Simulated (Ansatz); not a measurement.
Geometry optimisation, RKS PBE-D4/def2-TZVP in Ansatz.

input.yaml

```yaml
crystal:
  periodic: [false, false, false]
  atoms:
    - { symbol: Sn, position_ang: [0.202314, 0.0, -0.050227] }
    - { symbol: Cl, position_ang: [0.317132, 0.0, 2.342487] }
    - { symbol: H, position_ang: [1.854729, 0.0, -0.510179] }
    - { symbol: H, position_ang: [-0.616984, 1.42886, -0.519308] }
    - { symbol: H, position_ang: [-0.616984, -1.42886, -0.519308] }
    - { symbol: H, position_ang: [-2.55152, 0.0, 0.993278] }
    - { symbol: H, position_ang: [-2.144486, 0.0, 1.581057] }
basis:
  gaussian: { orbitals: def2-TZVP }
hamiltonian:
  xc: pbe
  dispersion: d4
relax:
  f_tol: 0.03
  max_steps: 50
```

Command:

```bash
$ ansatz run input.yaml --threads 4 --pin off --max-ram 5120MiB --backend cpu --events-out ev --progress --plain --runs-dir out
```

Problem. Where does it end, and by what steps?

Solution. The run converged. The force dipped under the threshold on the way, but the program's further checks kept it going. After 5 steps the energy has fallen by 0.115 eV; H6 moved furthest, 0.55 Å.

| step | energy less start (eV) | largest force component (eV/Å) | accepted |
| --- | --- | --- | --- |
| 0 | 0.0000 | 1.241 | yes |
| 1 | -0.0899 | 0.130 | yes |
| 2 | -0.1086 | 0.078 | yes |
| 3 | -0.1138 | 0.039 | yes |
| 4 | -0.1147 | 0.022 | yes |
| 5 | -0.1150 | 0.008 | yes |

```xyz
7
Properties=species:S:1:pos:R:3
Sn 0.402 0.000 -0.092
Cl 0.526 0.000 2.263
H 2.024 0.000 -0.647
H -0.443 1.428 -0.519
H -0.443 -1.428 -0.519
H -3.082 0.000 1.155
H -2.539 0.000 1.677
```

The run took 5.5 s on 4 threads of Arm Neoverse V1 (shared host), peak memory 0.19 GiB.
